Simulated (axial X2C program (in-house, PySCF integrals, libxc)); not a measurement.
## CrSH: the levels of the configuration d4 s1 p(π)0

Computed with an in-house all-electron X2C program for linear molecules (integrals from PySCF): two-component X2C with atomic mean-field Coulomb and Gaunt terms, basis Cr dyall-v4z, S dyall-v4z, H dyall-v4z (cores contracted in-house). Orbitals come from Hartree–Fock averaged over the configuration Cr d4 s1 p(π)0; CI then distributes these electrons over the d, s, p(π) shells of Cr.

Cr–S–H held linear, bonds 2.319 and 1.340 Å (the second held) (near the minimum of the configuration average).

Lowest levels of this model:

| Ω | energy (cm⁻¹) | g∥ | μ (D) | configuration |
| --- | --- | --- | --- | --- |
| 1/2 | 0 | 2.01 | -2.16 | 98% d4 s1 |
| 3/2 | 23 | 6.03 | -2.16 | 98% d4 s1 |
| 5/2 | 80 | 9.91 | -2.19 | 98% d4 s1 |
| 3/2 | 469 | 7.61 | -1.95 | 100% d4 s1 |
| 1/2 | 505 | 2.76 | -1.94 | 100% d4 s1 |
| 1/2 | 619 | 1.23 | -1.98 | 100% d4 s1 |
| 3/2 | 637 | 4.38 | -1.97 | 100% d4 s1 |
| 5/2 | 661 | 8.10 | -1.95 | 100% d4 s1 |
| 7/2 | 686 | 12.01 | -1.94 | 100% d4 s1 |
| 1/2 | 2800 | 6.01 | -2.07 | 100% d4 s1 |
| 3/2 | 2988 | 2.00 | -2.07 | 100% d4 s1 |
| 5/2 | 3078 | 6.01 | -2.07 | 100% d4 s1 |
| 7/2 | 3165 | 10.01 | -2.07 | 100% d4 s1 |
| 9/2 | 3251 | 14.01 | -2.07 | 100% d4 s1 |
| 5/2 | 8251 | 8.00 | -2.11 | 98% d4 s1 |
| 7/2 | 11148 | 10.01 | -2.36 | 98% d4 s1 |
| 7/2 | 20320 | 4.04 | -1.93 | 100% d4 s1 |
| 9/2 | 20402 | 8.07 | -1.94 | 100% d4 s1 |
| 11/2 | 20493 | 12.06 | -1.94 | 100% d4 s1 |
| 13/2 | 20595 | 16.01 | -1.93 | 100% d4 s1 |
| 9/2 | 20952 | 10.26 | -2.08 | 99% d4 s1 |
| 11/2 | 21029 | 13.95 | -2.09 | 99% d4 s1 |
| 9/2 | 21243 | 11.68 | -2.06 | 99% d4 s1 |

g∥ is the magnitude of 2⟨Lz + ge Sz⟩ for the +Ω component. μ is positive if the H end is positive.

Task: From Ω and g∥ of the lowest level, whose 2⟨Lz + ge Sz⟩ is positive, find ⟨Sz⟩ and ⟨Lz⟩ (ge = 2.0023).

Result: Ω = ⟨Lz⟩ + ⟨Sz⟩ = 1/2 and ⟨Lz⟩ + ge⟨Sz⟩ = 1.005, so ⟨Sz⟩ = 0.50 and ⟨Lz⟩ = 0.00.

Occupations of the active spinors in the lowest level by ω, shell by shell in order of energy: -5/2: 0.39; -3/2: 0.61 0.34 0.00; -1/2: 0.50 0.15 0.39 0.00; 1/2: 0.42 0.09 0.59 0.00; 3/2: 0.41 0.52 0.00; 5/2: 0.59. The leading determinant has weight 0.09 among 649.

This point took 4.1 s on 1 thread of Arm Neoverse N1, with other jobs on the host.

Dynamic correlation is missing, so gaps between terms are too wide and other configurations may lie lower; the lowest level listed is that of this model, not necessarily the ground state. For d shells the ligand-field splittings (σ, π, δ) and their order can be off by a thousand cm⁻¹ or more. At most 4 roots were kept for each Ω > 0 (twice that for Ω = 0) within 3.2 eV of the lowest, so higher up levels can be missing between those listed; levels with Ω > 0 are doubly degenerate and listed once, Ω = 0 levels singly. States that fill the shells left empty in the average are placed too high. The molecule was held linear; bending was not examined. Hydrosulfides and their kin are strongly bent in nature, so this linear model does not describe the real molecule.
